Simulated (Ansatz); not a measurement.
A nudged elastic band was laid between two geometries of Cl2Zn + H2 (5 atoms, charge 0, multiplicity 1).

Computed with RKS PBE0/def2-SVP in Ansatz 0.2.0.

```yaml
movable_images: 2
climbing_image: yes
spring: 5.0 eV/Å²
optimiser: quadratic models (default)
start_path: through a guess of the saddle point
force_threshold: 0.05 eV/Å
iteration_limit: 60
end_points: relaxed
```

Initial state:

```xyz
5
Properties=species:S:1:pos:R:3
Zn 0.281 0.000 0.282
Cl 0.816 0.000 2.318
Cl -0.071 0.000 -1.793
H -2.252 0.000 0.479
H -2.059 0.000 1.218
```

Final state:

```xyz
5
Properties=species:S:1:pos:R:3
Zn -0.962 0.000 -0.542
Cl 0.186 0.000 2.059
Cl 0.866 0.000 -1.622
H -2.413 0.000 -0.034
H -0.963 0.000 2.642
```

Task: What changes between the two ends?

Result: Bonds broken: Zn1–Cl2, H4–H5. Bonds formed: Zn1–H4, Cl2–H5. Cl2Zn + H2 becomes ClH + ClHZn.

Task: What energy profile does the band end with?

Result: The run converged. The highest image is number 2 of 0 to 3, 126.5 kJ/mol above the first end and 40.7 kJ/mol above the last; the last end lies 85.9 kJ/mol above the first. Another band between the same ends (5 images) ends at a top of the same energy, where a vibrational analysis finds 1 clearly imaginary mode. So few images can step over the top or miss a turn of the path. The orbitals stay closed-shell, which can raise the energy where a bond breaks towards radicals; this wasn't checked here.

| image | path coordinate (Å) | energy (kJ/mol) | Zn1–Cl2 (Å) | H4–H5 (Å) | Zn1–H4 (Å) |
| --- | --- | --- | --- | --- | --- |
| 0 | 0.00 | 0.0 | 2.11 | 0.76 | 2.54 |
| 1 | 0.85 | 23.4 | 2.15 | 0.78 | 2.21 |
| 2 | 1.70 | 126.5 | 2.45 | 1.12 | 1.68 |
| 3 | 3.27 | 85.9 | 2.84 | 3.04 | 1.54 |

Task: What is the geometry of the highest image?

Result: 
```xyz
5
Properties=species:S:1:pos:R:3
Zn -0.600 0.000 -0.129
Cl 0.121 0.000 2.211
Cl 0.502 0.000 -1.928
H -2.027 0.000 0.756
H -1.281 0.000 1.593
```

Time of the run: 83 s on 1 thread of Arm Neoverse V2, on a shared host, peak memory 0.18 GiB.
